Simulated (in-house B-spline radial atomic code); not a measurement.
Functionals against ionisation energies along an isoelectronic series: Fe to Cu³⁺

Ionisation energies as differences of self-consistent total energies from an all-electron radial atomic-structure program (B-spline basis): all electrons, radial basis limit, scalar-relativistic (one-electron X2C), spin-polarised at highest spin, spherical densities; exact exchange is averaged over the determinants of each configuration. No spin-orbit coupling, Breit or QED terms. NIST's values run from ground level to ground level, so in open shells the differences also hold multiplet and fine-structure energies that spherical high-spin averages miss. Columns give computed minus NIST, in eV; a star marks a semi-empirical value. Species are left out where the tabulated value is theory, is uncertain by more than 0.12 eV, or (13 ions, such as In⁴⁺, Te⁴⁺ and Bi⁴⁺) lies off its series for all methods alike, which flatters the means a little.

```csv
species,shell,NIST (eV),LDA VWN5,TPSSh,wB97X,LC-wPBE,B97-1,AM05
Fe,4s,7.90,+0.25,-0.35,+0.37,-0.44,+0.24,-0.12
Co⁺,3d,17.08,+1.30,+0.37,+0.32,+0.57,+0.34,+0.87
Ni²⁺,3d,35.19 ± 0.02,?,?,?,?,?,?
Cu³⁺,3d,57.38 ± 0.05*,+1.04,+0.27,+0.08,+0.57,+0.30,+0.62
```

(1) What are the differences for Ni²⁺ ([Ar] 3d8)?

(2) How do the methods rank, and which species is hardest?

Answers

(1) LDA VWN5 +1.15; TPSSh +0.31; wB97X +0.18; LC-wPBE +0.60; B97-1 +0.32; AM05 +0.73 eV.

(2) Mean absolute (signed) differences: wB97X 0.24 (+0.24) eV; B97-1 0.30 (+0.30) eV; TPSSh 0.32 (+0.15) eV; LC-wPBE 0.55 (+0.33) eV; AM05 0.59 (+0.52) eV; LDA VWN5 0.93 (+0.93) eV. For Co⁺, which loses a 3d electron, the nearest method is off by +0.32 eV, the largest such miss.
